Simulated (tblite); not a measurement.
Species: C4H4BF3O3.
SMILES with atom numbers: `[F:1][C:2]([F:3])([F:4])[O:5][C:6]1=[O+:7][BH2-:8][O:9][CH:10]=[CH:11]1` (hydrogens: H12, H13 on B8; H14 on C10; H15 on C11)

Geometry (GFN2-xTB, Å), atoms numbered from 1 in this order:
```
atom  x, y, z in Å
F1     2.663   -0.238    1.071
C2     2.520   -0.133   -0.247
F3     3.575   -0.714   -0.805
F4     2.574    1.160   -0.553
O5     1.418   -0.747   -0.714
C6     0.181   -0.317   -0.281
O7     0.147    0.629    0.531
B8    -1.240    1.173    1.063
O9    -2.367    0.365    0.433
C10   -2.160   -0.573   -0.379
C11   -0.909   -1.001   -0.809
H12   -1.252    0.989    2.232
H13   -1.332    2.294    0.698
H14   -3.051   -1.074   -0.759
H15   -0.772   -1.806   -1.503
```

Method: GFN2-xTB as coded in tblite; computed harmonic values from a numerical Hessian at the method's own geometry, unscaled. Errors from tens to a few hundred cm⁻¹ against measured bands are possible. Modes of hydrogen on boron can be 10 to 20 % off. One conformer, not necessarily the lowest.

Harmonic wavenumbers (cm⁻¹): 48.6, 62.0, 98.2, 107.3, 161.7, 293.0, 304.5, 360.2, 406.9, 439.9, 472.8, 536.7, 556.4, 562.6, 653.1, 667.9, 693.2, 753.8, 822.4, 874.2, 886.1, 913.1, 954.1, 1010.9, 1040.7, 1088.7, 1090.8, 1125.8, 1142.1, 1192.9, 1211.0, 1319.3, 1414.8, 1476.7, 1674.4, 2532.1, 2541.9, 2969.6, 3180.9.

A = 2846, B = 674.0, C = 604.6 MHz; mass 168.021 u (most abundant isotopes); point group Cs, symmetry number 1.

Task: Zero-point energy?

Result: Half the sum of the wavenumbers: 18821 cm⁻¹ = 225.15 kJ/mol.

Task: Give the ideal-gas entropy at 200 K and 1 bar in the rigid-rotor, harmonic-oscillator model (classical rotation).

Result: Translation 164.46, rotation 120.57, vibration 80.09: S = 365.1 J/(mol K).

Task: And Cp and H(200 K) − H(0)?

Result: Cp = 118.93 J/(mol K), of which vibrations give 85.67 (their classical limit is 39 R = 324.3); H(200 K) − H(0) = 15.23 kJ/mol without the zero-point energy, 8.58 from vibrations.

Task: What must be added to the electronic energy to get the Gibbs energy at 200 K and 1 bar?

Result: ZPE + [H(200 K) − H(0)] − T·S = 225.15 + 15.23 − 73.02 = 167.36 kJ/mol.

Task: Which modes carry the vibrational entropy at 200 K?

Result: 48.6 cm⁻¹: 17.09; 62.0 cm⁻¹: 15.10; 98.2 cm⁻¹: 11.37; 107.3 cm⁻¹: 10.67; 161.7 cm⁻¹: 7.51; 293.0 cm⁻¹: 3.50 J/(mol K); the other 33 give 14.84 together.

Hindered rotation and anharmonicity are outside this model. Other conformers, if any are populated, would add a mixing term that is left out.
